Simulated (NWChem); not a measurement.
The numbers come from NWChem runs, not from measurements. System: 1,1,1-trifluoroethane (C$_{2}$H$_{3}$F$_{3}$), charge 0, spin multiplicity 1, at a geometry optimised with PBE0/def2-SVP. Level: LDA (SVWN5)/def2-TZVP.

Job file:

```
start mol
memory heap 200 mb stack 900 mb global 1100 mb
geometry units angstroms nocenter noautoz
  C     -1.462909    -0.119424     0.000000
  C      0.030948     0.002528     0.000000
  F      0.470710     0.662454     1.077263
  F      0.470710     0.662454    -1.077263
  F      0.622526    -1.197235     0.000000
  H     -1.785840    -0.664706     0.895805
  H     -1.785840    -0.664706    -0.895805
  H     -1.912072     0.881740     0.000000
  symmetry group Cs
end
basis spherical
  * library def2-tzvp
end
dft
  xc slater vwn_5
  semidirect memsize 60000000 filesize 0
  iterations 100
end
task dft energy
```

Output (cleaned and shortened):

```
             Northwest Computational Chemistry Package (NWChem) 7.3.0
             --------------------------------------------------------

                                NWChem Input Module
                                -------------------

 Scaling coordinates for geometry "geometry" by  1.889725989
 (inverse scale =  0.529177249)

 Turning off AUTOSYM since
 SYMMETRY directive was detected!

                             Geometry "geometry" -> ""
                             -------------------------

 Output coordinates in angstroms (scale by  1.889725989 to convert to a.u.)

  No.       Tag          Charge          X              Y              Z
 ---- ---------------- ---------- -------------- -------------- --------------
    1 C                    6.0000    -1.46290900    -0.11942400     0.00000000
    2 C                    6.0000     0.03094800     0.00252800     0.00000000
    3 F                    9.0000     0.47071000     0.66245400     1.07726300
    4 F                    9.0000     0.47071000     0.66245400    -1.07726300
    5 F                    9.0000     0.62252600    -1.19723500     0.00000000
    6 H                    1.0000    -1.78584000    -0.66470600     0.89580500
    7 H                    1.0000    -1.78584000    -0.66470600    -0.89580500
    8 H                    1.0000    -1.91207200     0.88174000     0.00000000

 Effective nuclear repulsion energy (a.u.)     202.2791112338

            Nuclear Dipole moment (a.u.)
            ----------------------------
        X                 Y               Z
 ---------------- ---------------- ----------------
    -0.0000075589     0.0000170075     0.0000000000

      Symmetry information
      --------------------

 Group name             Cs
 Group number              2
 Group order               2
 No. of unique centers     6

      Symmetry unique atoms

     1    2    3    5    6    8


 Summary of "ao basis" -> "" (spherical)
 ------------------------------------------------------------------------------
       Tag                 Description            Shells   Functions and Types
 ---------------- ------------------------------  ------  ---------------------
 *                         def2-tzvp                  on all atoms

                                 NWChem DFT Module
                                 -----------------

 Summary of "ao basis" -> "ao basis" (spherical)
 ------------------------------------------------------------------------------
       Tag                 Description            Shells   Functions and Types
 ---------------- ------------------------------  ------  ---------------------
 C                         def2-tzvp                11       31   5s3p2d1f
 F                         def2-tzvp                11       31   5s3p2d1f
 H                         def2-tzvp                 4        6   3s1p

 Summary of "ao basis" -> "ao basis" (spherical)
 ------------------------------------------------------------------------------
       Tag                 Description            Shells   Functions and Types
 ---------------- ------------------------------  ------  ---------------------
 C                         def2-tzvp                11       31   5s3p2d1f
 F                         def2-tzvp                11       31   5s3p2d1f
 H                         def2-tzvp                 4        6   3s1p

      Symmetry analysis of basis
      --------------------------

        a'        105
        a"         68

            General Information
            -------------------
          SCF calculation type: DFT
          Wavefunction type:  closed shell.
          No. of atoms     :     8
          No. of electrons :    42
           Alpha electrons :    21
            Beta electrons :    21
          Charge           :     0
          Spin multiplicity:     1
          Use of symmetry is: on ; symmetry adaption is: on
          Maximum number of iterations: 100
          AO basis - number of functions:   173
                     number of shells:    67
          Convergence on energy requested:  1.00D-06
          Convergence on density requested:  1.00D-05
          Convergence on gradient requested:  5.00D-04

              XC Information
              --------------
                        Slater Exchange Functional  1.000 local
                      VWN V Correlation Functional  1.000 local

             Grid Information
             ----------------
          Grid used for XC integration:  medium
          Radial quadrature: Mura-Knowles
          Angular quadrature: Lebedev.
          Tag              B.-S. Rad. Rad. Pts. Rad. Cut. Ang. Pts.
          ---              ---------- --------- --------- ---------
          C                   0.70       49           8.0       434
          F                   0.50       49          10.0       434
          H                   0.35       45           8.0       434
          Grid pruning is: on
          Number of quadrature shells:   286
          Spatial weights used:  Erf1

          Convergence Information
          -----------------------
          Convergence aids based upon iterative change in
          total energy or number of iterations.
          Levelshifting, if invoked, occurs when the
          HOMO/LUMO gap drops below (HL_TOL):  1.00D-02
          DIIS, if invoked, will attempt to extrapolate
          using up to (NFOCK): 10 stored Fock matrices.

                    Damping( 0%)  Levelshifting(0.5)       DIIS
                  --------------- ------------------- ---------------
          dE  on:    start            ASAP                start
          dE off:    2 iters        100 iters           100 iters

      Screening Tolerance Information
      -------------------------------
          Density screening/tol_rho:  1.00D-10
          AO Gaussian exp screening on grid/accAOfunc:  14
          CD Gaussian exp screening on grid/accCDfunc:  20
          XC Gaussian exp screening on grid/accXCfunc:  20
          Schwarz screening/accCoul:  1.00D-08

      Superposition of Atomic Density Guess
      -------------------------------------

 Sum of atomic energies:        -375.09631911

      Non-variational initial energy
      ------------------------------

 Total energy =    -376.979510
 1-e energy   =    -922.463123
 2-e energy   =     343.204502
 HOMO         =      -0.449833
 LUMO         =       0.118041

      Symmetry analysis of molecular orbitals - initial
      -------------------------------------------------

  Numbering of irreducible representations:

     1 a'          2 a"

  Orbital symmetries:

     1 a'          2 a"          3 a'          4 a'          5 a'
     6 a'          7 a'          8 a"          9 a'         10 a'
    11 a'         12 a"         13 a'         14 a"         15 a'
    16 a'         17 a"         18 a"         19 a"         20 a'
    21 a'         22 a'         23 a"         24 a'         25 a'
    26 a'         27 a"         28 a'         29 a"         30 a'
    31 a'

------------------------------------------------------------
EAF file 0: "./mol.aoints.0" size=524288 bytes
------------------------------------------------------------
               write      read    awrite     aread      wait
               -----      ----    ------     -----      ----
     calls:        1         0         0         0         0
   data(b): 5.24e+05  0.00e+00  0.00e+00  0.00e+00
   time(s): 0.00e+00  0.00e+00  0.00e+00  0.00e+00  0.00e+00
rate(mb/s): 0.00e+00  0.00e+00
------------------------------------------------------------

   convergence    iter        energy       DeltaE   RMS-Dens  Diis-err    time
 ---------------- ----- ----------------- --------- --------- ---------  ------
 d= 0,ls=0.0,diis     1   -374.9204376109 -5.77D+02  1.27D-02  3.97D+00     3.4
 d= 0,ls=0.0,diis     2   -374.5746725242  3.46D-01  5.57D-03  7.22D+00     4.1
 d= 0,ls=0.0,diis     3   -375.0941396269 -5.19D-01  1.27D-03  4.83D-01     4.6
 d= 0,ls=0.0,diis     4   -375.1262740902 -3.21D-02  5.48D-04  3.19D-02     5.2
 d= 0,ls=0.0,diis     5   -375.1285565906 -2.28D-03  1.26D-04  1.34D-03     5.7
  Resetting Diis
 d= 0,ls=0.0,diis     6   -375.1286988915 -1.42D-04  3.29D-05  1.25D-04     6.2
 d= 0,ls=0.0,diis     7   -375.1287131026 -1.42D-05  2.24D-05  8.59D-06     6.8
 d= 0,ls=0.0,diis     8   -375.1287124420  6.61D-07  1.24D-05  1.65D-05     7.3
 d= 0,ls=0.0,diis     9   -375.1287140584 -1.62D-06  1.01D-06  9.30D-08     7.9
 d= 0,ls=0.0,diis    10   -375.1287140684 -1.00D-08  2.86D-07  1.54D-08     8.4

         Total DFT energy =     -375.128714068351
      One electron energy =     -923.818953887361
           Coulomb energy =      387.048706010672
    Exchange-Corr. energy =      -40.637577425424
 Nuclear repulsion energy =      202.279111233762

 Numeric. integr. density =       41.999997392892

     Total iterative time =      7.9s

                  Occupations of the irreducible representations
                  ----------------------------------------------

                     irrep           alpha         beta
                     --------     --------     --------
                     a'               14.0         14.0
                     a"                7.0          7.0

                       DFT Final Molecular Orbital Analysis
                       ------------------------------------

 Vector   19  Occ=2.000000D+00  E=-3.597955D-01  Symmetry=a"
              MO Center= -3.5D-01,  1.4D-01,  1.8D-09, r^2= 2.8D+00
   Bfn.  Coefficient  Atom+Function         Bfn.  Coefficient  Atom+Function
  ----- ------------  ---------------      ----- ------------  ---------------
    68      0.239733  3 F  px                99     -0.239733  4 F  px
     8      0.216614  1 C  pz                71      0.188698  3 F  px
   102     -0.188698  4 F  px                11      0.160482  1 C  pz
    70     -0.152224  3 F  pz               101     -0.152224  4 F  pz
   157      0.143666  6 H  s                163     -0.143666  7 H  s

 Vector   20  Occ=2.000000D+00  E=-3.557313D-01  Symmetry=a"
              MO Center=  5.1D-01,  4.2D-02, -4.7D-14, r^2= 2.0D+00
   Bfn.  Coefficient  Atom+Function         Bfn.  Coefficient  Atom+Function
  ----- ------------  ---------------      ----- ------------  ---------------
   132      0.312282  5 F  pz                69      0.269527  3 F  py
   100     -0.269527  4 F  py               135      0.247279  5 F  pz
    72      0.213423  3 F  py               103     -0.213423  4 F  py
   138      0.172981  5 F  pz                70     -0.156112  3 F  pz
   101     -0.156112  4 F  pz                75      0.149299  3 F  py

 Vector   21  Occ=2.000000D+00  E=-3.415224D-01  Symmetry=a'
              MO Center= -1.7D-01, -1.4D-02, -2.1D-14, r^2= 2.4D+00
   Bfn.  Coefficient  Atom+Function         Bfn.  Coefficient  Atom+Function
  ----- ------------  ---------------      ----- ------------  ---------------
     6      0.250630  1 C  px               130      0.233960  5 F  px
    68      0.231924  3 F  px                99      0.231924  4 F  px
     9      0.199280  1 C  px                37     -0.194848  2 C  px
   133      0.185502  5 F  px                71      0.183643  3 F  px
   102      0.183643  4 F  px                35      0.141427  2 C  s

 Vector   22  Occ=0.000000D+00  E= 1.903726D-02  Symmetry=a'
              MO Center= -1.7D+00, -1.4D-01,  7.4D-16, r^2= 5.4D+00
   Bfn.  Coefficient  Atom+Function         Bfn.  Coefficient  Atom+Function
  ----- ------------  ---------------      ----- ------------  ---------------
     5      4.686351  1 C  s                 36     -1.906043  2 C  s
   158     -1.665451  6 H  s                164     -1.665451  7 H  s
   170     -1.665442  8 H  s                 67      0.311320  3 F  s
    98      0.311320  4 F  s                129      0.311325  5 F  s
    43      0.301536  2 C  px                 3      0.259728  1 C  s

 Vector   23  Occ=0.000000D+00  E= 5.781311D-02  Symmetry=a"
              MO Center= -1.4D+00, -5.4D-01, -3.4D-09, r^2= 4.0D+00
   Bfn.  Coefficient  Atom+Function         Bfn.  Coefficient  Atom+Function
  ----- ------------  ---------------      ----- ------------  ---------------
   158      1.724490  6 H  s                164     -1.724490  7 H  s
    14     -1.120165  1 C  pz                42     -0.302686  2 C  pz
    39     -0.254961  2 C  pz                 8     -0.214961  1 C  pz
    67      0.188242  3 F  s                 98     -0.188242  4 F  s
    45     -0.158302  2 C  pz                11     -0.135018  1 C  pz

 Vector   24  Occ=0.000000D+00  E= 5.781358D-02  Symmetry=a'
              MO Center= -1.4D+00,  3.2D-01,  3.4D-09, r^2= 4.0D+00
   Bfn.  Coefficient  Atom+Function         Bfn.  Coefficient  Atom+Function
  ----- ------------  ---------------      ----- ------------  ---------------
   170      1.991279  8 H  s                 13     -1.116458  1 C  py
   158     -0.995652  6 H  s                164     -0.995652  7 H  s
    41     -0.301686  2 C  py                38     -0.254117  2 C  py
   129     -0.217372  5 F  s                  7     -0.214247  1 C  py
    44     -0.157776  2 C  py               136      0.147980  5 F  px

 center of mass
 --------------
 x =   0.15749338 y =   0.01285753 z =   0.00000000

 moments of inertia (a.u.)
 ------------------
         326.611538846723          -1.542459340173           0.000000000000
          -1.542459340173         345.379863376419           0.000000000000
           0.000000000000           0.000000000000         345.506062465682

     Multipole analysis of the density
     ---------------------------------

     L   x y z        total         alpha         beta         nuclear
     -   - - -        -----         -----         ----         -------
     0   0 0 0      0.000000    -21.000000    -21.000000     42.000000

     1   1 0 0     -0.860062     -0.430027     -0.430027     -0.000008
     1   0 1 0     -0.070210     -0.035114     -0.035114      0.000017
     1   0 0 1     -0.000000     -0.000000     -0.000000      0.000000

     2   2 0 0    -19.188018    -63.797232    -63.797232    108.406447
     2   1 1 0      0.166243     -1.063034     -1.063034      2.292311
     2   1 0 1     -0.000000     -0.000000     -0.000000      0.000000
     2   0 2 0    -21.210650    -50.862477    -50.862477     80.514304
     2   0 1 1     -0.000000     -0.000000     -0.000000      0.000000
     2   0 0 2    -21.224243    -50.775620    -50.775620     80.326997

 Task  times  cpu:        8.4s     wall:        8.4s

 Total times  cpu:        8.4s     wall:        8.4s
```
